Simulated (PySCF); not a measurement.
# Relaxation of singlet BrF3

Computed with PySCF, PBE0, basis Br def2-TZVP, F def2-TZVP (no relativity, density fitting). A (50,194) grid was used.

A start at or just off a symmetric point, pushed along the force that breaks its symmetry, of Cs symmetry, free to break it:

Coordinates in bohr (charge 0 multiplicity 1):
```
Br    0.0792    0.0000   -0.9445
F     2.5535    0.0000    1.1818
F    -1.4413    2.2691    1.3708
F    -1.4414   -2.2691    1.3708
```

At each step, columns x, y, z (Å) and Fx, Fy, Fz (eV/Å):

```
step 0  E − E(last) = 31.20 kJ/mol
Br   0.042   0.000  -0.500   1.346   0.000   0.798
F    1.351   0.000   0.625   0.406   0.000  -1.098
F   -0.763   1.201   0.725  -0.876  -0.435   0.150
F   -0.763  -1.201   0.725  -0.876   0.435   0.150
step 1  E − E(last) = 7.33 kJ/mol
Br   0.143   0.000  -0.457  -1.030   0.000   1.041
F    1.513   0.000   0.543   0.472   0.000   0.068
F   -0.894   1.089   0.745   0.279   0.586  -0.554
F   -0.894  -1.089   0.745   0.279  -0.585  -0.554
step 2  E − E(last) = 4.67 kJ/mol
Br   0.118   0.000  -0.370   0.216   0.000  -0.715
F    1.587   0.000   0.512  -0.101   0.000   0.213
F   -0.919   1.179   0.718  -0.058  -0.546   0.251
F   -0.919  -1.179   0.718  -0.058   0.546   0.251
step 3  E − E(last) = 0.11 kJ/mol
Br   0.120   0.000  -0.408   0.042  -0.002   0.045
F    1.556   0.000   0.529  -0.074   0.000  -0.008
F   -0.904   1.139   0.728   0.015  -0.117  -0.018
F   -0.904  -1.139   0.728   0.016   0.119  -0.019
step 4  E − E(last) = 0.00 kJ/mol
Br   0.120   0.000  -0.410  -0.013  -0.001   0.016
F    1.550   0.000   0.530   0.015   0.001   0.025
F   -0.901   1.130   0.728   0.000   0.008  -0.020
F   -0.901  -1.129   0.728  -0.001  -0.008  -0.020
step 5  E − E(last) = 0.00 kJ/mol
Br   0.120   0.000  -0.409   0.013  -0.003   0.006
F    1.551   0.000   0.530  -0.004   0.003   0.018
F   -0.901   1.130   0.728  -0.003   0.000  -0.010
F   -0.902  -1.130   0.728  -0.005   0.000  -0.013
```

It ends at Cs with Br–F 1.712 Å, Br–F 1.900 Å (×2); F–Br–F 73.0°, F–Br–F 96.7° (×2) (after a last refinement on a finer grid). A frequency run shows 2 imaginary modes, down to 341i cm⁻¹, so it is a higher-order saddle point.
